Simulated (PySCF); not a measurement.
Orbital picture of KS

PBE0 at R = 2.832 Å; K x2c-TZVPPall, S x2c-TZVPPall; spin-free X2C with a Gaussian nucleus (PySCF 2.14). State: ²Π (doublet), unpaired electrons π ↑. Only the outer orbitals are listed, counted within each symmetry.

```tsv
spin	orbital	occ.	ε (eV)	on K (%)	main shells (%)
α	7σ	1	-38.86	100	100 K s
α	3π	1	-21.03	100	100 K p
α	3π	1	-21.00	100	100 K p
α	8σ	1	-20.92	98	98 K p
α	9σ	1	-16.20	3	97 S s
α	4π	1	-6.16	3	97 S p
α	10σ	1	-5.16	8	92 S p
α	4π	1	-4.87	5	95 S p
α	11σ	0	-1.37	98	81 K s, 16 K p
α	5π	0	0.36	100	90 K p, 9 K d
α	5π	0	0.41	99	88 K p, 11 K d
β	7σ	1	-38.86	100	100 K s
β	3π	1	-21.03	100	100 K p
β	3π	1	-21.01	100	100 K p
β	8σ	1	-20.91	99	99 K p
β	9σ	1	-14.84	3	97 S s
β	10σ	1	-4.79	9	90 S p
β	4π	1	-4.52	6	94 S p
β	4π	0	-1.81	13	87 S p
β	11σ	0	-1.39	97	78 K s, 18 K p
β	5π	0	0.37	99	87 K p, 12 K d
```

Which are the highest filled and the lowest empty level, where do they sit, and how wide is the gap?

Highest filled β 4π at -4.52 eV (in %: 94 S p); lowest empty β 4π at -1.81 eV (in %: 87 S p); the gap at PBE0 is 2.71 eV. Both belong to one degenerate shell, split only by its one-sided filling, so this is no excitation gap.

| Item | Value |
| --- | --- |
| bond order (Mayer) | 0.65 |
| ⟨S²⟩ | 0.755 |
| charge on K (Mulliken, basis-dependent) | 0.65 |
| charge on K (Löwdin, basis-dependent) | 0.36 |
| dipole moment (positive dipole means K(−)S(+)) | -10.02 D |
| polarisability along the bond | 67.1 bohr³ |
| polarisability across the bond | 37.1 bohr³ |

The state was picked by a PBE0 search and need not be the measured ground state.
